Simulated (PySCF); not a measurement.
What settings do to a single point of [La(NH3)]3+

The sound run of [La(NH3)]3+ (singlet) uses PySCF 2.14.0, RKS PBE0, La lcecp-1-SVP with ECP46, N def2-SVP, H def2-SVP; non-relativistic Hamiltonian with scalar-relativistic core potentials where named; density fitting; no spin-orbit coupling, grid (50, 194), threshold 1e-8 Eh and 55 cycles, at the relaxed geometry:

```xyz
5

La    0.0000    0.0000   -0.2150
N     0.0000    0.0000    2.2628
H     0.9394    0.0000    2.7191
H    -0.4697    0.8135    2.7191
H    -0.4697   -0.8135    2.7191
```

There La1 has a Mulliken charge of 2.53 e and the dipole about the centre of mass is 3.05 D. Each run below changes one thing and starts from free metal ions and neutral atoms unless it says otherwise; with 55 cycles, smearing, a level shift and second-order steps follow where DIIS fails, and their cycles count. Energy shifts count from the sound run. On f atoms grids over 110 angular points are at least (60, 302).

```json
{"change": "N2 put 0.5 Å from La1, limit 79 cycles", "outcome": "converged", "cycles": "13", "energy shift (eV)": "830.99", "largest force component (eV/Å)": "4127.23", "charge on La1 (e)": "1.68", "dipole about the centre of mass (D)": "14.22"}
```

(1) One further run converged with energy shift (eV) 0.39, largest force component (eV/Å) 2.78, charge on La1 (e) 2.51, dipole about the centre of mass (D) 3.07. Which change was it?
A. start from the bare core Hamiltonian, limit 60 cycles
B. threshold 0.001
C. all coordinates × 0.94

(2) And the other changes listed?

Unsound on purpose, so not properties of the compound: N2 put 0.5 Å from La1, limit 79 cycles.

Forces carry noise of the integration grid, about 0.01 to 0.03 eV/Å.

Results:

(1) C.

(2) 
```json
{"change": "start from the bare core Hamiltonian, limit 60 cycles", "outcome": "converged", "cycles": "16", "energy shift (eV)": "0.0000", "largest force component (eV/Å)": "0.00", "charge on La1 (e)": "2.53", "dipole about the centre of mass (D)": "3.05"}
{"change": "threshold 0.001", "outcome": "converged", "cycles": "7", "energy shift (eV)": "0.0007", "largest force component (eV/Å)": "0.08", "charge on La1 (e)": "2.54", "dipole about the centre of mass (D)": "3.01"}
```
